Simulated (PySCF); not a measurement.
Gas-phase XPS of `FC1C[SiH2]C1`, computed

Species: C3H7FSi.
Numbering: `[F:1][CH:2]1[CH2:3][SiH2:4][CH2:5]1`

Geometry (PBE0-D3(BJ)/def2-SVP, Å), atoms numbered from 1 in this order:
```xyz
12
C3H7FSi angstrom
F      1.029   -1.927    0.641
C      0.327   -0.746    0.659
C     -0.918   -0.738   -0.241
Si    -0.567    1.109   -0.514
C      1.105    0.458    0.110
H      0.033   -0.557    1.708
H     -0.688   -1.282   -1.172
H     -1.845   -1.138    0.188
H     -1.274    2.030    0.425
H     -0.649    1.656   -1.900
H      1.759    0.991    0.811
H      1.700    0.129   -0.759
```

Computed, not measured: delta-SCF UKS SCAN, pcX-2 on the ionised atom, pcseg-1 elsewhere, spin-free X2C (PySCF 2.14.0). Vertical ΔSCF values, vacuum level as zero.

Problem. List the computed XPS lines with their assignment.

Solution. 
| atom(s) | environment | level | binding energy (eV) | 2p1/2 (eV) | above the level's lowest (eV) | count |
| --- | --- | --- | --- | --- | --- | --- |
| Si4 | SiH2 silicon | Si 2p3/2 | 106.80 | 107.42 | 0.00 | 1 |
| C3/C5 | sp3 carbon bound to silicon | C 1s | 290.27 | – | 0.00 | 2 |
| C2 | sp3 C–F carbon | C 1s | 292.96 | – | +2.69 | 1 |
| F1 | alkyl fluorine | F 1s | 691.93 | – | 0.00 | 1 |
| Si4 | SiH2 silicon | Si 1s | 1846.56 | – | 0.00 | 1 |

Lowest listed C 1s: C3/C5, bonded to C, 2 H and Si. Highest, 2.69 eV above it: C2, bonded to F, 2 C and H. Summing the Pauling electronegativity differences to the bonded atoms, each weighted by its formal bond order, gives -1.35 for the lowest site and +1.08 for the highest.

Problem. Which effective nuclear charge Zeff reproduces each element's mean 1s value in the hydrogen-like formula E = 13.606 eV × Zeff²?

Solution. C (Z = 6): mean 291.2 eV, Zeff = 4.63, Z − Zeff = 1.37; F (Z = 9): mean 691.9 eV, Zeff = 7.13, Z − Zeff = 1.87; Si (Z = 14): mean 1846.6 eV, Zeff = 11.65, Z − Zeff = 2.35. Means run over the listed sites, weighted by atom count.

Atoms equivalent by their bonding share one computed value, that of the first of them. 2p3/2 and 2p1/2 are the ΔSCF energy of one spin-free 2p hole plus the eigenvalues of a spin–orbit and ligand-field matrix of the shell. 2p1/2 minus 2p3/2 (ligand field included): Si 0.62 eV. Geometry: PBE0-D3(BJ)/def2-SVP, one conformer, isolated molecule.
